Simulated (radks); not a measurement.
The numbers below are computed, except where a source is named.
Question: The tungsten ion W5+ is in [Xe] 4f14 5d(3/2: 1, 5/2: 0). Level of theory: Dirac Kohn-Sham, BLYP, spin-unpolarised, spherical densities, finite nucleus; Fermi nuclear charge, rms radius of each element as measured or else 0.836 A^(1/3) + 0.57 fm (a radial shooting solver on a logarithmic mesh with Libxc functionals). Sub-shells are occupied by j as written (lower j first in brackets). One electron is removed from 5p3/2, 4f7/2, 5d3/2, 4f5/2 in turn, with full relaxation. Which removal costs least, and what does each cost?

Answer: 5d3/2 64.534 eV; 4f7/2 104.23 eV; 5p3/2 105.73 eV; 4f5/2 106.58 eV. The 5d3/2 electron leaves first.
